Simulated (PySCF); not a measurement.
# What a mistake does to a calculation on B2GeH5O

All numbers below are calculated, not measured. They come from PySCF 2.14.0, an open-source quantum chemistry program, on an isolated molecule that a program drew, which may never have been made. The molecule is B2GeH5O (charge 0, doublet), drawn as the SMILES string `[BH]O[BH][GeH3]`.

Each row is a Hartree-Fock (HF) and frozen-core CCSD(T) single point in the cc-pVDZ basis, meant for a local HF minimum. Run 1 is clean. Each other run has one planted mistake out of seven kinds, and not every kind appears here: one electron removed, one electron added, multiplicity raised by two, geometry at a saddle point, minimal basis STO-3G, one bond length entered in bohr, all coordinates scaled. The reference is restricted for singlets and unrestricted otherwise, and also for a bond in bohr. Adding or removing an electron swaps singlet and doublet. Electrons count all cores. HOMO and LUMO are orbital energies over both spins, the gradient is its largest component, and the lowest frequency (negative if imaginary) is given only where the gradient is small. Bond lengths are over the 8 bonds as drawn. T1 is the CCSD diagnostic: over 0.02 (restricted) or 0.045 (unrestricted) a single reference is doubtful. Germanium has the cc-pVDZ-PP basis, with a core potential (ECP10MDF) in place of its 10 inner electrons, and its 3s, 3p and 3d shells are frozen in CCSD(T).

Geometry of the clean run:
```xyz
9
B2GeH5O, angstrom
B     1.1356   -0.8934   -1.5735
O     1.1935   -1.7074   -0.5274
B     0.8009   -2.4741    0.5079
Ge   -0.5707   -1.7646    1.9276
H     1.9673   -0.0520   -1.7831
H     1.2894   -3.5680    0.5941
H    -1.0745   -0.3542    1.5872
H    -1.7847   -2.7015    2.0138
H     0.0740   -1.7206    3.3211
```

| run | electrons | basis functions | <S^2> | HOMO (eV) | LUMO (eV) | gradient (hartree/bohr) | lowest frequency (cm^-1) | mean bond (Å) | longest bond (Å) | T1 | HF (hartree) | CCSD(T) (hartree) | mistake |
|---|---|---|---|---|---|---|---|---|---|---|---|---|---|
| 1 | 55 | 90 | 0.754 | -9.09 | 2.07 | 2.0e-05 | 45 | 1.4727 | 2.098 | 0.0207 | -420.51695 | -421.00327 | no fault |
| 2 | 55 | 90 | 0.755 | -8.66 | 2.43 | 1.0e-01 | - | 1.3490 | 1.921 | 0.0197 | -420.44614 | -420.92399 | all coordinates scaled |
| 3 | 56 | 90 | 0.000 | 0.28 | 6.91 | 6.1e-02 | - | 1.4727 | 2.098 | 0.0521 | -420.45597 | -421.00335 | one electron added |
| 4 | 55 | 90 | 1.269 | -8.16 | 1.51 | 1.0e-01 | - | 1.6225 | 2.545 | 0.0695 | -420.38231 | -420.89144 | one bond length entered in bohr |
| 5 | 55 | 90 | 3.764 | -6.21 | -1.80 | 3.0e-02 | - | 1.4727 | 2.098 | 0.0242 | -420.35956 | -420.83772 | multiplicity raised by two |
| 6 | 54 | 90 | 0.000 | -15.41 | -6.73 | 1.5e-01 | - | 1.4727 | 2.098 | 0.0227 | -420.22530 | -420.71130 | ? |

**Which mistake was planted in run 6, and what did it cost?**

It counts 54 electrons, one fewer than the clean run, at the same geometry and basis. So the mistake is: one electron removed. Subtracting run 1 and multiplying by 627.51 kcal/mol a hartree, the energy moved by 183.0 kcal/mol in HF and 183.2 kcal/mol in CCSD(T).

Cautions from the logs. Run 3: T1 is over the limit, so its CCSD(T) energy is less reliable and the HOMO is above zero, so the electron isn't bound and the energy depends on the basis; run 4: T1 is over the limit, so its CCSD(T) energy is less reliable; run 6: T1 is over the limit, so its CCSD(T) energy is less reliable.
